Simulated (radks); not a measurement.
The numbers below are computed, except where a source is named.
Q: All-electron atom: Ag I in [Kr] 4d10 6s1 (not the ground configuration). Level of theory: Dirac Kohn-Sham, PBEsol, spin-unpolarised, spherical densities, point nucleus (a radial shooting solver on a logarithmic mesh with Libxc functionals). Some entries of the table are withheld. Estimate them.

orbital  occ.  eigenvalue (hartree)  <1/r> (bohr^-1)
1s1/2       2             -929.9792            49.42
2s1/2       2             -137.0393            11.38
2p1/2       2             -127.3802              (1)
2p3/2       4             -120.9425              (2)
3s1/2       2             -25.25114            3.981
3p1/2       2             -21.40892            3.887
3p3/2       4             -20.27278            3.720
3d3/2       4                   (3)            3.557
3d5/2       6                   (4)            3.513
4s1/2       2              -3.65783            1.521
4p1/2       2                   (5)            1.397
4p3/2       4                   (6)            1.343
4d3/2       4              -0.45578           0.9891
4d5/2       6              -0.43494           0.9732
6s1/2       1              -0.05299           0.1428

A: 
(1) 2p1/2 <1/r> (bohr^-1): 11.37
(2) 2p3/2 <1/r> (bohr^-1): 10.68
(3) 3d3/2 eigenvalue (hartree): -13.46485
(4) 3d5/2 eigenvalue (hartree): -13.23597
(5) 4p1/2 eigenvalue (hartree): -2.44954
(6) 4p3/2 eigenvalue (hartree): -2.26221
